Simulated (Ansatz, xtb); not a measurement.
Relative energy of two isomers of C4H8Ge

We compare a, `C1=[CH][GeH2][CH2]C1`, a singlet, with b, `C=C/C=[CH]/[GeH3]`, a singlet. Both are isolated molecules in the gas phase, relaxed with B3LYP-D3(BJ)/def2-SVP; the shapes shown needn't be the lowest conformers.

a (Å):

```yaml
atoms:
  - { symbol: C, position_ang: [-2.1416, -0.7649, -1.0676] }
  - { symbol: C, position_ang: [-2.9599, -0.7301, -0.0041] }
  - { symbol: C, position_ang: [-0.3165, -1.5077, 0.5398] }
  - { symbol: C, position_ang: [-0.6699, -1.0868, -0.9100] }
  - { symbol: Ge, position_ang: [-1.9519, -1.1517, 1.6086] }
  - { symbol: H, position_ang: [-2.5004, -0.5442, -2.0818] }
  - { symbol: H, position_ang: [-4.0196, -0.4803, -0.0995] }
  - { symbol: H, position_ang: [-1.8278, 0.0312, 2.5981] }
  - { symbol: H, position_ang: [-2.4699, -2.3793, 2.3929] }
  - { symbol: H, position_ang: [-0.0808, -2.5807, 0.5961] }
  - { symbol: H, position_ang: [0.5565, -0.9640, 0.9270] }
  - { symbol: H, position_ang: [-0.0853, -0.1978, -1.2108] }
  - { symbol: H, position_ang: [-0.3861, -1.8713, -1.6340] }
```

b (Å):

```xyz
13

C    -2.6186    0.0548    2.0734
C    -1.4690    0.2287    1.4014
C    -1.1871   -0.3614    0.0980
C    -0.0375   -0.1943   -0.5860
Ge    0.3080   -0.9951   -2.3229
H    -3.4281   -0.5580    1.6641
H    -2.7883    0.5162    3.0491
H    -0.6762    0.8484    1.8374
H    -1.9885   -0.9797   -0.3280
H     0.7468    0.4289   -0.1368
H    -0.9290   -1.8162   -2.7412
H     0.5847    0.0949   -3.3819
H     1.5436   -1.9202   -2.2622
```

Problem. Which of the two would you expect CCSD(T)/def2-SVP + ΔMP2/def2-TZVPP electronic energies to favour?

Solution. Structure a; the calculation gives E(b) − E(a) = +0.790 eV.

Level by level:

```tsv
level	geometry	E(b) − E(a) (eV)	departure from the last row (eV)	job, with rough time for the two
GFN2-xTB	GFN2-xTB	+0.690	−0.100	optimisation, 0.2 s
HF/STO-3G	GFN2-xTB	+1.906	+1.116	single point, 0.78 s
r2SCAN-D4/def2-SVP	GFN2-xTB	+0.841	+0.052	single point, 4.2 s
B3LYP-D3(BJ)/def2-SVP	B3LYP-D3(BJ)/def2-SVP	+0.682	−0.108	optimisation, 68 s
HF/def2-SVP	B3LYP-D3(BJ)/def2-SVP	+0.598	−0.192	part of the CCSD(T) run
MP2/def2-SVP	B3LYP-D3(BJ)/def2-SVP	+0.832	+0.043	part of the CCSD(T) run
CCSD(T)/def2-SVP	B3LYP-D3(BJ)/def2-SVP	+0.700	−0.090	single point
CCSD(T)/def2-SVP + ΔMP2/def2-TZVPP	B3LYP-D3(BJ)/def2-SVP	+0.790		single point, 73 s
```

As drawn, b has 1 C=C, 1 Ge–H in place of 1 C–Ge, 1 C–C, 1 C–H. Structure a has a 5-membered ring, b no ring.

The levels shown agree on the order. The largest departure from CCSD(T)/def2-SVP + ΔMP2/def2-TZVPP is that of HF/STO-3G, 1.116 eV. The last row adds to CCSD(T) the change of the MP2 difference between the two basis sets, here +0.090 eV.

With thermal terms from frequencies at re-optimised GFN2-xTB minima (ideal gas, soft modes damped towards free rotors, one conformer each, 298.15 K, 1 atm): on the last row, ΔE + ΔZPE = +0.648, ΔH = +0.688, ΔG = +0.592 eV.

The correlated steps freeze 13 core orbitals; the filled d shell of Ge is correlated, in a basis made for valence electrons. Run with Ansatz 0.2.0, xtb 6.7.1; the last row on 2 threads of Intel(R) Xeon(R) Processor @ 2.70GHz on a shared host.
